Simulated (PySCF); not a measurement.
C₂H₆GeN₂.
Structure used (PBE0-D3(BJ)/def2-SVP), in Å, numbered top down from 1:
```
atom  x, y, z in Å
C1     2.2134   -0.2637    0.5347
N2     1.2304    0.5036    0.7330
Ge3   -0.0912    0.7354   -0.5520
C4    -1.8061    0.1815    0.2383
N5    -2.6838   -0.5457   -0.3194
H6     2.9818   -0.3897    1.3210
H7     2.3937   -0.8497   -0.3934
H8    -0.1034    2.2311   -0.9089
H9     0.1587   -0.1382   -1.8103
H10   -2.0253    0.5384    1.2618
H11   -2.3888   -0.8314   -1.2619
```

Jobs on this species (11 atoms, 64 electrons) with PySCF (density fitting). Hardware of each: one thread, Arm Neoverse V1, no GPU (shared host). The host was shared with other jobs, so the times are rough.

```csv
level and settings,work,basis functions,SCF cycles,wall time
PBE0/cc-pVTZ,"shieldings, charges and field gradients",247,?,?
"PBE0-D3(BJ)/def2-SVP, grid level 1",geometry optimisation from a GFN2-xTB start,118,?,?
PBE0/aug-cc-pVDZ,"shieldings, charges and field gradients",182,12,20 s
PBE0/pcSseg-0,"shieldings, charges and field gradients",73,12,5.7 s
```

Q: Fill in the missing figures.

A: 
- PBE0/cc-pVTZ; shieldings, charges and field gradients: 31 s, 12 SCF cycles
- PBE0-D3(BJ)/def2-SVP, grid level 1; geometry optimisation from a GFN2-xTB start: 42 s, 55 SCF cycles

Q: What do all jobs in the table cost together?

A: About 99 s; the longest takes about 43 % of that, and about 7.4 times as long as the shortest.
